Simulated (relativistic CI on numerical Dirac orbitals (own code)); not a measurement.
## Co⁴⁺ in a cubic cluster: L2,3 absorption with charge transfer

Computed with a charge-transfer multiplet model of a cubic metal-ligand cluster with up to 2 ligand holes, Slater and spin-orbit integrals from Dirac-Coulomb-Breit ions, Slater integrals scaled by 0.8. The ground state mixes d5 with configurations of k ligand holes L, whose averages lie at kΔ + k(k − 1)U_dd/2; a core hole lowers each added d electron by U_cd. 300 K, Lorentzian 0.4 eV and Gaussian 0.3 eV FWHM.

Atomic integrals in eV (Slater integrals scaled, ζ unscaled), ground: F2dd 10.866, F4dd 6.824, zeta_d 0.080; with the core hole: F2dd 11.456, F4dd 7.196, zeta_d 0.102, zeta_core 9.658, F2cd 6.863, G1cd 5.283, G3cd 3.006.

Cluster parameters (eV): U_dd = 6, U_cd = 7.7, 10Dq = 2.15, 10Dq(ligand) = 0.4, V(eg) = 1.35, V(t2g) = -0.67, final-state hopping factor = 1.

```tsv
Case	n_d	d5	d6L	d7L2	S
Δ = -1.9 eV	5.59	0.46	0.50	0.05	2.39
Δ = 0.1 eV	5.27	0.74	0.25	0.01	2.49
Δ = 3.1 eV	5.11	0.90	0.10	0.00	2.50
```

Weights, n_d and S are thermal averages at 300 K. Photon energies count from the first peak over 30 % of the highest in each spectrum, which can be another peak from case to case. The parameters are a model scan and need not match a compound or its usual spin state. Peaks in eV (height, largest 100):
- Δ = -1.9 eV: 0.0 (31), 0.8 (33), 2.7 (100), 4.1 (52), 7.0 (26), 15.6 (16), 18.0 (24), 19.4 (16), 20.9 (9), 22.3 (5)
- Δ = 0.1 eV: 0.0 (36), 1.1 (25), 2.6 (100), 4.1 (40), 6.6 (19), 15.6 (17), 18.0 (22), 19.5 (15), 20.6 (8)
- Δ = 3.1 eV: 0.0 (35), 2.4 (100), 6.4 (9), 15.5 (14), 17.9 (19), 19.5 (13)

For the case Δ = 0.1 eV, Δ = 0.1 eV is smaller than U_dd = 6 eV, the charge-transfer side of the Zaanen-Sawatzky-Allen scheme. With the core hole the configuration with one ligand hole lies at Δ + U_dd − U_cd = -3.6, -1.6, 1.4 eV from the one without, in the order of the table; where this is negative the screened configuration lies lower, though the effective hopping of about 2.2 eV (from the holes of the mixed ground state) mixes the two strongly wherever it is as large as the gap.
